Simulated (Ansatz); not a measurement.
```yaml
crystal:
  periodic: [true, true, true]
  atoms:
    - {symbol: O, position_ang: [0.338408, 1.356627, -1.201949]}
    - {symbol: B, position_ang: [0.520631, 0.533439, -0.143794]}
    - {symbol: Se, position_ang: [2.092250, 0.773429, 0.969314]}
    - {symbol: Sn, position_ang: [-0.943172, -1.119252, 0.380593]}
    - {symbol: H, position_ang: [-0.457100, 1.178024, -1.710200]}
    - {symbol: H, position_ang: [2.638783, 1.912012, 0.212774]}
    - {symbol: H, position_ang: [-2.154297, -1.160369, -0.836687]}
    - {symbol: H, position_ang: [-0.217490, -2.662529, 0.439801]}
    - {symbol: H, position_ang: [-1.729414, -0.857783, 1.873048]}
basis:
  gaussian: {orbitals: ANO-RCC-VTZP}
magnetization: {spin_polarized: true, initial_magnetization: 2}
hamiltonian: {xc: {name: SPW92}}
output: {forces: true}
```

```sh
$ ansatz run in.yaml --threads 4 --pin off --events-out ev --progress --plain --max-ram 10444MiB
```

It prints (some lines left out):

```
Error: YAML parse error: error: line 2 column 3: crystal: missing field `lattice` (a structure is typed as `lattice` and `atoms`, a molecule's as `atoms` in Å alone, or read from a run's directory, `checkpoint`)
 --> <input>:2:3
1 | crystal:
2 |   periodic: [true, true, true]
3 |   atoms:
4 |     - {symbol: O, position_ang: [0.338408, 1.356627, -1.201949]}
```

In this input the molecule is marked periodic without a cell. The program refused the input.
